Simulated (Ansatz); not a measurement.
Steps of a relaxation of C3H8AlCl2N (`CC(C)[NH][Al]([Cl])[Cl]`) with RKS PBE0-D4/def2-TZVP.

```sh
$ ansatz run in.yaml --threads 4 --pin off --events-out ev --progress --plain --max-ram 11315MiB
```

```yaml
crystal:
  periodic: [false, false, false]
  atoms:
    - {symbol: C, position_ang: [-1.430681, -0.977773, -0.194265]}
    - {symbol: C, position_ang: [-0.253153, -0.152006, 0.340179]}
    - {symbol: C, position_ang: [0.625834, -0.967854, 1.297445]}
    - {symbol: N, position_ang: [0.539334, 0.412564, -0.757560]}
    - {symbol: Al, position_ang: [0.833570, 2.117177, -1.133706]}
    - {symbol: Cl, position_ang: [-0.021748, 3.603219, 0.091452]}
    - {symbol: Cl, position_ang: [2.023124, 2.649995, -2.786208]}
    - {symbol: H, position_ang: [-2.069311, -0.365176, -0.861126]}
    - {symbol: H, position_ang: [-1.064242, -1.848569, -0.779859]}
    - {symbol: H, position_ang: [-2.059915, -1.369573, 0.630892]}
    - {symbol: H, position_ang: [-0.669151, 0.709826, 0.908533]}
    - {symbol: H, position_ang: [1.452761, -0.347273, 1.696166]}
    - {symbol: H, position_ang: [0.039000, -1.360722, 2.152847]}
    - {symbol: H, position_ang: [1.076215, -1.837035, 0.771106]}
    - {symbol: H, position_ang: [0.956463, -0.317599, -1.346498]}
basis:
  gaussian: {orbitals: def2-TZVP}
hamiltonian: {xc: pbe0, dispersion: d4}
relax: {f_tol: 0.005, max_steps: 150}
```

Positions (Å) and forces (eV/Å) along the path, 8 of 8 steps:

```xyz
15
step=1 energy=-36365.0155 eV
C    -1.431   -0.978   -0.194   -0.119   -0.131   -0.097
C    -0.253   -0.152    0.340   -0.096    0.203    0.135
C     0.626   -0.968    1.297    0.130   -0.130    0.084
N     0.539    0.413   -0.758    0.157   -0.084   -0.213
Al    0.834    2.117   -1.134   -0.058   -0.235    0.075
Cl   -0.022    3.603    0.091    0.170   -0.261   -0.245
Cl    2.023    2.650   -2.786   -0.218   -0.088    0.304
H    -2.069   -0.365   -0.861    0.314   -0.284    0.330
H    -1.064   -1.849   -0.780   -0.154    0.419    0.281
H    -2.060   -1.370    0.631    0.320    0.202   -0.373
H    -0.669    0.710    0.909    0.198   -0.421   -0.271
H     1.453   -0.347    1.696   -0.408   -0.288   -0.196
H     0.039   -1.361    2.153    0.254    0.201   -0.420
H     1.076   -1.837    0.771   -0.223    0.418    0.231
H     0.956   -0.318   -1.346   -0.266    0.479    0.376
15
step=2 energy=-36365.0715 eV
C    -1.419   -0.974   -0.191   -0.046   -0.019   -0.021
C    -0.253   -0.147    0.341   -0.005    0.011    0.007
C     0.619   -0.965    1.288    0.035   -0.018    0.036
N     0.536    0.412   -0.752    0.046    0.101   -0.058
Al    0.828    2.104   -1.128   -0.043   -0.208    0.058
Cl   -0.013    3.587    0.076    0.023   -0.031   -0.035
Cl    2.007    2.636   -2.764   -0.024   -0.016    0.034
H    -2.055   -0.370   -0.848    0.083   -0.085    0.091
H    -1.051   -1.832   -0.771   -0.042    0.127    0.084
H    -2.036   -1.364    0.629    0.085    0.054   -0.110
H    -0.666    0.704    0.905    0.062   -0.131   -0.085
H     1.436   -0.353    1.687   -0.111   -0.087   -0.051
H     0.033   -1.356    2.129    0.078    0.054   -0.116
H     1.062   -1.822    0.761   -0.068    0.126    0.065
H     0.948   -0.310   -1.334   -0.073    0.124    0.102
15
step=3 energy=-36365.0765 eV
C    -1.416   -0.971   -0.191    0.016   -0.001    0.004
C    -0.252   -0.148    0.340   -0.002    0.008    0.004
C     0.618   -0.963    1.286   -0.009   -0.002   -0.014
N     0.535    0.413   -0.749   -0.008    0.045    0.013
Al    0.825    2.097   -1.124   -0.006   -0.041    0.008
Cl   -0.013    3.583    0.074   -0.002    0.008    0.001
Cl    2.003    2.623   -2.759    0.006    0.000   -0.008
H    -2.052   -0.370   -0.843   -0.002    0.006   -0.003
H    -1.048   -1.824   -0.769    0.001   -0.012   -0.009
H    -2.029   -1.362    0.626   -0.002   -0.003    0.006
H    -0.664    0.698    0.903   -0.006    0.012    0.008
H     1.431   -0.355    1.686    0.004    0.006    0.001
H     0.034   -1.354    2.122   -0.005   -0.003    0.004
H     1.060   -1.814    0.759    0.009   -0.012   -0.004
H     0.946   -0.305   -1.330    0.008   -0.009   -0.011
15
step=4 energy=-36365.0766 eV
C    -1.415   -0.971   -0.190   -0.002    0.004    0.000
C    -0.253   -0.146    0.342    0.003   -0.015   -0.005
C     0.618   -0.964    1.285    0.001    0.003    0.001
N     0.534    0.415   -0.748   -0.007    0.014    0.011
Al    0.825    2.097   -1.124    0.001   -0.003   -0.001
Cl   -0.013    3.585    0.071    0.000    0.004   -0.002
Cl    2.003    2.620   -2.760    0.001   -0.003   -0.002
H    -2.052   -0.369   -0.842   -0.003    0.001   -0.002
H    -1.046   -1.823   -0.771    0.002    0.000   -0.001
H    -2.027   -1.364    0.626   -0.001   -0.002    0.001
H    -0.665    0.698    0.905    0.000    0.000    0.001
H     1.430   -0.356    1.687    0.003    0.000    0.002
H     0.033   -1.357    2.120   -0.001   -0.002    0.001
H     1.060   -1.814    0.757    0.000    0.000   -0.002
H     0.945   -0.304   -1.328    0.003   -0.001   -0.003
15
step=5 energy=-36365.0767 eV
C    -1.415   -0.971   -0.191   -0.004    0.001    0.000
C    -0.253   -0.147    0.343    0.003   -0.009   -0.004
C     0.618   -0.965    1.285    0.001    0.000    0.004
N     0.533    0.417   -0.745   -0.008   -0.004    0.013
Al    0.824    2.098   -1.123    0.002    0.012   -0.009
Cl   -0.014    3.593    0.065    0.002   -0.003   -0.002
Cl    2.004    2.614   -2.761    0.001   -0.001    0.001
H    -2.053   -0.368   -0.840    0.000   -0.001    0.001
H    -1.045   -1.821   -0.774    0.000    0.003    0.002
H    -2.026   -1.367    0.625    0.000    0.000   -0.002
H    -0.666    0.697    0.909    0.001   -0.002   -0.001
H     1.430   -0.357    1.688   -0.001   -0.002    0.000
H     0.034   -1.361    2.119    0.002    0.000   -0.001
H     1.062   -1.814    0.754   -0.002    0.003    0.000
H     0.945   -0.301   -1.326    0.002    0.005   -0.001
15
step=6 energy=-36365.0767 eV
C    -1.416   -0.971   -0.190   -0.005    0.000    0.000
C    -0.254   -0.147    0.344    0.004   -0.005   -0.005
C     0.618   -0.966    1.285    0.001   -0.001    0.004
N     0.532    0.419   -0.743    0.008    0.018   -0.009
Al    0.824    2.100   -1.124   -0.005    0.007    0.002
Cl   -0.013    3.595    0.062    0.003   -0.001   -0.004
Cl    2.006    2.611   -2.762   -0.001   -0.002    0.003
H    -2.053   -0.368   -0.839    0.001   -0.001    0.001
H    -1.045   -1.820   -0.775    0.001    0.003    0.001
H    -2.026   -1.368    0.624    0.000   -0.001   -0.001
H    -0.667    0.696    0.910   -0.002   -0.003    0.003
H     1.430   -0.358    1.689   -0.001   -0.001    0.000
H     0.034   -1.363    2.119    0.001   -0.001    0.000
H     1.062   -1.814    0.754   -0.001    0.003    0.000
H     0.946   -0.296   -1.326   -0.003   -0.014    0.005
15
step=7 energy=-36365.0767 eV
C    -1.415   -0.971   -0.190   -0.004   -0.002   -0.001
C    -0.254   -0.147    0.346   -0.005    0.001   -0.001
C     0.618   -0.967    1.284    0.004    0.000    0.001
N     0.531    0.421   -0.741   -0.003   -0.009    0.002
Al    0.820    2.101   -1.126    0.014    0.009    0.005
Cl   -0.013    3.602    0.057   -0.003   -0.003   -0.004
Cl    2.009    2.606   -2.761   -0.005    0.000    0.000
H    -2.055   -0.367   -0.836    0.001   -0.001    0.001
H    -1.044   -1.817   -0.777   -0.001    0.002    0.001
H    -2.025   -1.372    0.624    0.001    0.001   -0.002
H    -0.668    0.695    0.914    0.002   -0.001   -0.001
H     1.429   -0.359    1.690   -0.002   -0.001   -0.001
H     0.035   -1.368    2.117    0.001    0.002   -0.003
H     1.064   -1.813    0.751   -0.001    0.002    0.001
H     0.945   -0.296   -1.322   -0.001    0.002    0.002
15
step=8 energy=-36365.0768 eV
C    -1.416   -0.970   -0.190    0.000    0.000    0.000
C    -0.254   -0.147    0.346    0.000   -0.001    0.000
C     0.618   -0.967    1.284    0.000    0.000    0.000
N     0.532    0.421   -0.740    0.001   -0.001   -0.001
Al    0.823    2.101   -1.125    0.000   -0.001    0.000
Cl   -0.016    3.600    0.055   -0.001    0.000    0.000
Cl    2.007    2.607   -2.762    0.000    0.000    0.000
H    -2.054   -0.365   -0.836    0.000    0.000    0.000
H    -1.045   -1.817   -0.777    0.000    0.000    0.000
H    -2.025   -1.371    0.624    0.000    0.000    0.000
H    -0.667    0.695    0.914    0.000    0.000    0.000
H     1.430   -0.360    1.690    0.000    0.000    0.000
H     0.035   -1.368    2.117    0.000    0.000    0.000
H     1.063   -1.813    0.751    0.000    0.000    0.000
H     0.947   -0.296   -1.321    0.000    0.001    0.001
```

Hardware: 4 threads of an Intel Xeon on a shared host. Wall time 2.7 min, peak host memory 1.1 GiB.
